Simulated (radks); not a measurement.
Values are calculated unless marked as measured or tabulated.
Ionisation of the xenon ion Xe52+, [He], to 1s1 as the strength of local exchange is varied. Code: a radial shooting solver on a logarithmic mesh with Libxc functionals. Model: Dirac Kohn-Sham, Slater X-alpha exchange (alpha = 2/3 is LDA exchange), no correlation, spin-unpolarised, spherical densities, point nucleus.

alpha  E(Xe52+) (hartree)  exchange (hartree)  IE (eV)  -e of the level emptied (eV)  <r> of it (bohr)
0.667         -2998.22156           -30.64249    40393                 39963 (1s1/2)           0.02651
0.77          -3002.95565           -35.40715    40471                 40048 (1s1/2)           0.02649
0.771         -3003.00163           -35.45345    40472                 40049 (1s1/2)           0.02648
0.774         -3003.13958           -35.59236    40474                 40052 (1s1/2)           0.02648
1.041         -3015.43229           -47.98517    40675                 40273 (1s1/2)           0.02642

NIST Atomic Spectra Database: 40271.7 eV (theoretical). The central value is not met in this range of alpha. Spin polarisation and multiplet splitting are left out, so open shells lie too high by an amount that depends on their filling. Nuclear size, the Breit interaction and QED, all absent here, shift the 1s and 2s values of heavy ions.

Beside tabulated values, note that spin-unpolarised runs miss the spin-polarisation part of the exchange energy of open shells.
